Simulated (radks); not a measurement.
Results of a calculation; reference values are marked as such.
Polarisability of the magnesium ion Mg+, [Ne] 3s1, at imaginary frequency. Code: a radial shooting solver on a logarithmic mesh with Libxc functionals. Model: scalar-relativistic Kohn-Sham, LB94 model potential, spin-unpolarised, spherical densities, finite nucleus; Fermi nuclear charge, rms radius 3.057 fm. Response by self-consistent Sternheimer equations with the Hartree and adiabatic LDA kernel, the relativistic mass of each level held fixed and spin-orbit coupling left out.

w (hartree)  alpha1(iw) (bohr^3)  alpha2(iw) (bohr^5)
0.00266                    23.69                123.3
0.0143                     23.58                123.1
0.0360                     22.94                122.0
0.0697                     21.08                118.5
0.118                      17.49                110.5
0.186                      12.69                95.86
0.280                      8.102                74.79
0.413                      4.754                51.39
0.605                      2.695                31.14
0.892                      1.537                16.92
1.35                      0.9038                8.355
2.12                      0.5383                3.743
3.59                      0.2947                1.468
6.94                      0.1213               0.4492
17.5                     0.02630              0.07842

Static values: alpha1 = 23.70 bohr^3 (3.512 angstrom^3; uncoupled 29.55), alpha2 = 123.3 bohr^5, alpha3 = 1220 bohr^7. C6 = 86.02, C8 = 2841, triple-dipole C9 = 1496 atomic units. One-pole (London) frequency 4 C6 / (3 alpha1^2) = 0.204 hartree, against 0.576 for minus the highest occupied eigenvalue.
